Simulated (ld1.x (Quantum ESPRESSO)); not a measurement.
# Ranking RRKJ potentials for cobalt (Co)

All share these settings but for the change named:

| Item | Value |
| --- | --- |
| Element | Co (Z = 27) |
| Generator | ld1.x (Quantum ESPRESSO) 7.5 |
| Type | norm-conserving RRKJ (Kleinman–Bylander form) |
| Functional | LDA (PZ) |
| Relativity | scalar-relativistic |
| Frozen core | [Ne] 3s2 |
| Valence charge | 15 |
| Reference configuration | 3p6 3d7 4s2 4p0 |
| Partial waves | 3p (bound): rc 0.90 bohr; 3d (bound): rc 1.25 bohr; 4f channel at 0.35 Ry: rc 2.35 bohr; 4s (bound): rc 2.25 bohr |
| Local potential | the s channel |
| Core correction | none |

Test errors are all-electron minus pseudo excitation energies from the reference, over 3p6 3d7 4s1 4p0; 3p6 3d7 4s0 4p0; 3p6 3d6 4s0 4p0; 3p6 3d6 4s2 4p0; 3p6 3d7.5 4s1.5 4p0; 3p6 3d8 4s1 4p0; 3p5 3d7 4s2 4p0. None of these files shows a bound ghost.

The base gives 534.6 meV.

Of 9 variants that were run, those that failed, showed a ghost or another fault, or gave nearly equal values are left out.

A variant can come out equal or close to the base, since the largest error may sit in a test that the change hardly touches while other tests move.

Task: Rank these variants by their largest absolute test error, smallest first.
A. wave 3d (bound): rc 1.25 bohr becomes 3d (bound): rc 1.62 bohr
B. wave 3d (bound): rc 1.25 bohr becomes 3d (bound): rc 1.74 bohr
C. wave 3d (bound): rc 1.25 bohr becomes 3d (bound): rc 1.34 bohr
D. wave 3d (bound): rc 1.25 bohr becomes 3d (bound): rc 0.92 bohr
E. wave 3d (bound): rc 1.25 bohr becomes 3d (bound): rc 1.48 bohr

Result: D (422.4 meV), C (594.7 meV), E (705.6 meV), A (814.3 meV), B (944.9 meV).
